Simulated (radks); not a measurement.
The numbers below are computed, except where a source is named.
Task: Mean orbital radii <r> (bohr) of the neodymium ion Nd49+, [Ne] 3s1, of relativity; Dirac values are averaged over j with weights 2j + 1. Spin-unpolarised spherical Kohn-Sham, PBEsol, point nucleus unless stated (finite: rms radius 4.9123 fm), a radial shooting solver on a logarithmic mesh with Libxc functionals. A level marked "c x" has the speed of light scaled by that factor.

shell       non-rel.
1s           0.02529
2s            0.1061
2p           0.08996
3s            0.2494
3p (empty)    0.2357
4s (empty)    0.4533

Give the values at the level "Dirac, c x 0.75".

Result: 
shell       Dirac, c x 0.75  change of magnitude (%)
1s                  0.02217                   -12.33
2s                  0.09251                   -12.83
2p                  0.08394                    -6.68
3s                   0.2257                    -9.48
3p (empty)           0.2235                    -5.19
4s (empty)           0.4198                    -7.37
